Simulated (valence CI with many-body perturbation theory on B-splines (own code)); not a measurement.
# N: magnetic and hyperfine properties of the levels

Level of theory: configuration interaction combined with many-body perturbation theory (CI+MBPT): five valence electrons over a frozen Dirac-Fock core [He], a basis of 10 s, 10 p, 9 d, 7 f, 4 g, 2 h functions for each j, with the one-electron correlation potential Σ1, the two-electron term Σ2, the three-electron term Σ3, Breit, model QED; selected CI, second order for the rest, scaled by the run's own slope (own B-spline code, finite nucleus).

Against 40 measured levels this calculation errs by 85 cm⁻¹ on average and by 169 at most. These come from a selection out of the NIST Handbook of Basic Atomic Spectroscopic Data. Levels without a partner in it may be off by more. Among the levels kept, up to 960 cm⁻¹ of a level comes from second order outside the variational space, and about a tenth of that is noise between levels of different J, which matters for small intervals.

A/g_I is the dipole constant over the nuclear g factor μ/I (μ in nuclear magnetons, uniformly magnetised nucleus), B/Q the quadrupole constant per barn. Both hold the static response of the core; the bare values leave it out. Large factors of s and p1/2 electrons are usually good to 5 to 10 %; those of open d and f shells near neutrality can be off by tens of per cent, and small factors of p3/2, d and f electrons come from cancelling terms and can be off by a factor of two or in sign, in half-filled shells by more. B is blank for J = 1/2, where it vanishes, and for nearly pure S terms. Energies count from the lowest level.

Names give the largest LS component (configuration and term), which can be under half, so a name can repeat, a term be missing and a line seem to break the LS rules; names also repeat where a configuration has a term twice.

```tsv
Level	E (cm⁻¹)	g	A/g_I (MHz)	A/g_I bare	B/Q (MHz/b)	B/Q bare
2s2.2p3 4S°_3/2	0.0	2.002	18.1	143		
2s2.2p3 2D°_5/2	19323	1.200	282	306	-26.9	-27.7
2s2.2p3 2D°_3/2	19341	0.799	164	144	-13.4	-13.8
2s2.2p3 2P°_3/2	28991	1.334	153	199	11.9	12.2
2s2.2p3 2P°_1/2	29007	0.666	794	736		
2s2.2p2.3s 4P_1/2	83195	2.670	225	364		
2s2.2p2.3s 4P_3/2	83233	1.735	145	210	202	208
2s2.2p2.3s 4P_5/2	83285	1.601	302	352	-250	-257
2s2.2p2.3s 2P_1/2	86057	0.666	163	103		
2s2.2p2.3s 2P_3/2	86139	1.334	255	327	-334	-343
2s.2p4 4P_1/2	88190	2.670	1770	1780		
2s.2p4 4P_3/2	88212	1.735	802	806	-105	-108
2s.2p4 4P_5/2	88219	1.601	793	793	130	134
2s2.2p2.3p 2S°_1/2	93503	2.002	-0.358	209		
2s2.2p2.3p 4D°_1/2	94687	-0.001	193	90.4		
2s2.2p2.3p 4D°_3/2	94709	1.201	76.3	99.6	15.6	16.1
2s2.2p2.3p 4D°_5/2	94744	1.373	86.6	127	-85.1	-87.5
2s2.2p2.3p 4D°_7/2	94787	1.429	132	178	-323	-332
2s2.2p2.3p 4P°_1/2	95386	2.669	-148	33.0		
2s2.2p2.3p 4P°_3/2	95404	1.734	110	187	-144	-148
2s2.2p2.3p 4P°_5/2	95439	1.601	73.5	139	130	134
2s2.2p2.3p 4S°_3/2	96659	2.002	24.0	131		
2s2.2p2.3p 2D°_3/2	96715	0.800	177	138	-205	-210
2s2.2p2.3p 2D°_5/2	96789	1.200	170	211	-306	-314
2s2.2p2.3p 2P°_1/2	97714	0.666	371	300		
2s2.2p2.3p 2P°_3/2	97747	1.334	127	196	147	151
2s2.2p2.3s 2D_3/2	99698	0.799	364	369	444	456
2s2.2p2.3s 2D_5/2	99699	1.200	335	330	634	652
2s2.2p2.4s 4P_1/2	103515	2.667	-91.5	70.3		
2s2.2p2.4s 4P_3/2	103562	1.734	0.584	77.4	266	273
2s2.2p2.4s 4P_5/2	103627	1.601	192	253	-334	-343
2s2.2p2.4s 2P_1/2	104048	0.669	123	70.5		
2s2.2p2.4s 2P_3/2	104128	1.335	249	323	-316	-325
2s2.2p2.3d 2P_3/2	104548	1.315	-80.8	-7.85	-69.8	-71.7
2s2.2p2.3d 2P_1/2	104573	0.665	-249	-309		
2s2.2p2.3d 4F_3/2	104596	0.423	93.4	35.4	-129	-133
2s2.2p2.3d 4F_5/2	104616	1.026	60.9	52.2	-108	-111
2s2.2p2.3d 4F_7/2	104630	1.239	62.5	83.4	-152	-156
2s2.2p2.3d 4F_9/2	104673	1.334	100	135	-339	-348
2s2.2p2.3d 2F_5/2	104739	1.179	26.1	45.7	-144	-148
```

(1) Take the isotope of mass number 14, with I = 1, μ = 0.40357 μN and Q = 0.0204 b. What is the hyperfine structure of 2s2.2p3 2P°_3/2?

## Answers

(1) From the table A = 61.6 MHz, B = 0.243 MHz. Shifts from the centre of gravity in MHz: F = 1/2: -154, F = 3/2: -61.8, F = 5/2: 92.5.
